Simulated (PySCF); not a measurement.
PySCF 2.14 output of an unrestricted r2SCAN calculation on a single atom or ion in x2c-TZVPPall with one added diffuse shell each of s, p, d, f type (12s8p8d4f1g, 113 functions), with scalar relativity by spin-free X2C-1e:

```
SCF conv_tol = 1e-09
number electrons alpha = 39  beta = 35
    J. W. Furness, A. D. Kaplan, J. Ning, J. P. Perdew, and J. Sun.,  J. Phys. Chem. Lett. 11, 8208-8215 (2020)
    J. W. Furness, A. D. Kaplan, J. Ning, J. P. Perdew, and J. Sun.,  J. Phys. Chem. Lett. 11, 9248-9248 (2020)
    J. W. Furness, A. D. Kaplan, J. Ning, J. P. Perdew, and J. Sun.,  J. Phys. Chem. Lett. 11, 8208-8215 (2020)
    J. W. Furness, A. D. Kaplan, J. Ning, J. P. Perdew, and J. Sun.,  J. Phys. Chem. Lett. 11, 9248-9248 (2020)
cycle= 1 E= -17254.5739640568  delta_E= -0.0242  |g|= 0.247  |ddm|= 0.352
cycle= 2 E= -17254.5731750838  delta_E= 0.000789  |g|= 0.248  |ddm|= 0.166
cycle= 3 E= -17254.5780663089  delta_E= -0.00489  |g|= 0.0145  |ddm|= 0.0968
cycle= 4 E= -17254.5781053851  delta_E= -3.91e-05  |g|= 0.00103  |ddm|= 0.01
cycle= 5 E= -17254.5781058822  delta_E= -4.97e-07  |g|= 0.000154  |ddm|= 0.00269
cycle= 6 E= -17254.5781058938  delta_E= -1.16e-08  |g|= 8.34e-06  |ddm|= 0.000413
cycle= 7 E= -17254.5781058939  delta_E= -5.46e-11  |g|= 8.08e-07  |ddm|= 2.5e-05
converged SCF energy = -17254.5781058939  <S^2> = 6.0028837  2S+1 = 5.0011534
```

The run itself started from symmetry-adapted Hartree-Fock orbitals and held the occupation by maximum overlap, on a logarithmic radial grid, so the iterations belong to that start.

Task: Which element, charge and spin multiplicity is this?

Result: Os²⁺ (osmium, charge +2), multiplicity 5; the state was [Xe] 4f14 5d6, high-spin 5D determinant.

Spin-orbit coupling, absent here, splits the open shell strongly.
